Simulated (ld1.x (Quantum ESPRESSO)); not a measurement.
**u(r) = r·R(r): atom against pseudo-atom (fluorine (F))**

Columns: radius, all-electron u(r) and pseudo u(r) of the 2s shell (level -67.61 eV) of fluorine in the configuration [He] 2s2 2p3; LDA (PZ), scalar-relativistic, TM semilocal scheme, ld1.x (Quantum ESPRESSO) 7.5.

```
r (bohr)  all-electron   pseudo
   0.047        0.4017  -0.0594
   0.095        0.4904  -0.1219
   0.142        0.4059  -0.1865
   0.190        0.2325  -0.2580
   0.237        0.0286  -0.3350
   0.285       -0.1834  -0.4222
   0.332       -0.3778  -0.5164
   0.380       -0.5536  -0.6200
   0.427       -0.6996  -0.7246
   0.475       -0.8213  -0.8272
   0.522       -0.9146  -0.9152
   0.570       -0.9856  -0.9856
   0.617       -1.0338  -1.0338
   0.665       -1.0641  -1.0641
   0.712       -1.0780  -1.0780
   0.760       -1.0786  -1.0786
   0.807       -1.0682  -1.0682
   0.855       -1.0486  -1.0486
   0.902       -1.0224  -1.0224
   0.950       -0.9900  -0.9900
   0.997       -0.9542  -0.9542
   1.045       -0.9147  -0.9147
   1.092       -0.8740  -0.8740
   1.140       -0.8313  -0.8313
   1.187       -0.7889  -0.7889
   1.235       -0.7457  -0.7457
```

Question: How many radial nodes do the two functions have?

Answer: The all-electron 2s function has n − l − 1 = 1; the pseudo-wave has 0, since the states of the same l below it are removed with the core.

Question: At about which radius was the pseudo-wave matched?

Answer: 0.60 bohr, where the columns begin to agree (steps of 0.05 bohr).

Question: Where does each function peak?

Answer: Outermost all-electron maximum near 0.76 bohr, pseudo maximum near 0.76 bohr (to the table’s step).

Question: Is the pseudo-wave norm-conserving?

Answer: Yes: the TM semilocal scheme keeps the norm inside the radius equal to the all-electron one, which fixes the energy derivative of the logarithmic derivative at the level.
